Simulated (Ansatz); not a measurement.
Several settings on one geometry of PtS2⁻ (the lowest doublet isomer of a short search) (that of the charge -1 doublet, PBE0-D4/def2-TZVPD). Ansatz on 4 threads of Arm Neoverse V1 on a shared host; times are rough.

```xyz
3

Pt    0.014    0.303   -0.101
S     1.676   -0.592   -1.041
S    -1.690    0.290    1.142
```

Totals from different functionals, basis sets or treatments of relativity can't be compared as stabilities.

In the def2 sets Pt takes a core potential; there is no spin–orbit coupling. Correlated methods freeze 14 core orbitals.

Scalar relativity in a set contracted without it gives distorted totals.

The spins typed aren't always the lowest for that charge.

(1) Give the basis size and estimate the energy, ⟨S²⟩ and time of these runs.

```
run                method  charge    state                                                                             further keys
  1  ROKS PBE0/def2-mTZVP      -1  doublet                     pseudopotentials: {relativity: scalar}; accuracy: high; forces asked
  2  ROKS PBE0/def2-TZVPP      -1  quartet                                                                             forces asked
  3   UHF, mp2/def2-mTZVP      -1  doublet  electrons: outside_noble_gas; scf: {omitted_lower_state_checks: [starts]}; forces asked
```

## Answers

(1) 
```json
{"run": "1", "functions": "80", "energy (Eh)": "-917.4820", "⟨S²⟩": "–", "wall time": "6.5 s"}
{"run": "2", "functions": "140", "energy (Eh)": "-915.5565", "⟨S²⟩": "–", "wall time": "13 s"}
{"run": "3", "functions": "80", "energy (Eh)": "-913.9418", "⟨S²⟩": "1.67", "wall time": "2.8 s"}
```

The highest occupied level of an anion often lies above zero with these methods, and sets without diffuse functions describe the outer electron poorly. At UHF, mp2/def2-mTZVP the charge -1 doublet is spin-contaminated (final ⟨S²⟩ up to 1.67, 0.75 for a pure state).
